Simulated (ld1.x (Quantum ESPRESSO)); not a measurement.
praseodymium, TM: configuration errors across variants

ld1.x (Quantum ESPRESSO) 7.5 input, shortened:

```
&input
   title='Pr', zed=59., rel=2, dft='PBESOL', iswitch=3,
   config='[Xe] 4f2 5d1 6s1.5 6p0.5', rel_dist='average'
 /
 &inputp
   pseudotype=2, tm=.true., lloc=0,
   nlcc=.false.
 /
3
6P  2  1   0.50   0.00  3.60  3.60  0.0
5D  3  2   1.00   0.00  2.60  2.60  0.0
6S  1  0   1.50   0.00  3.95  3.95  0.0
 &test
   configts(1)='5d1 6s1.5 6p0.5'
 /
```

Open shells are filled in proportion to 2j + 1 (rel_dist='average').

All-electron excitation energies from the reference (eV): (1) 5d1 6s2 6p0 -1.259; (2) 5d1 6s1 6p0 4.942; (3) 5d1 6s0 6p0 16.156; (4) 5d1.5 6s1.5 6p0 -0.795; (5) 5d1 6s1 6p1 1.282; (6) 5d1 6s0 6p1 8.091; (7) 5d0 6s2 6p0 5.149.

The file “wave 6p (bound): rc 3.60 bohr becomes 6p (bound): rc 2.44 bohr” misses its own reference levels by 2.3 eV.

Errors AE − PS in meV (a dash: test not solved or not reliable):

| change | (1) | (2) | (3) | (4) | (5) | (6) | (7) | bound ghosts |
| --- | --- | --- | --- | --- | --- | --- | --- | --- |
| base | -0.4 | -12 | +24 | +8.9 | -0.2 | +2.4 | +147 | none |
| wave 6p (bound): rc 3.60 bohr becomes 6p (bound): rc 2.44 bohr | +94 | +84 | +119 | +119 | +78 | +84 | +202 | not determined |
| wave 6p (bound): rc 3.60 bohr becomes 6p (bound): rc 4.14 bohr | -1.1 | -11 | +28 | +7.4 | -1.1 | -6.6 | +150 | none |
| wave 6p (bound): rc 3.60 bohr becomes 6p (bound): rc 4.46 bohr | -1.2 | -11 | +28 | +7.2 | -1.3 | -8.2 | +150 | none |
| wave 6p (bound): rc 3.60 bohr becomes 6p (bound): rc 5.46 bohr | -0.7 | -12 | +25 | +8.2 | -0.6 | -1.2 | +148 | none |

Problem. Give the same row for: wave 6p (bound): rc 3.60 bohr becomes 6p (bound): rc 3.70 bohr.

Solution. -0.6, -11, +25, +8.5, -0.4, +0.7, +148; bound ghosts: none.
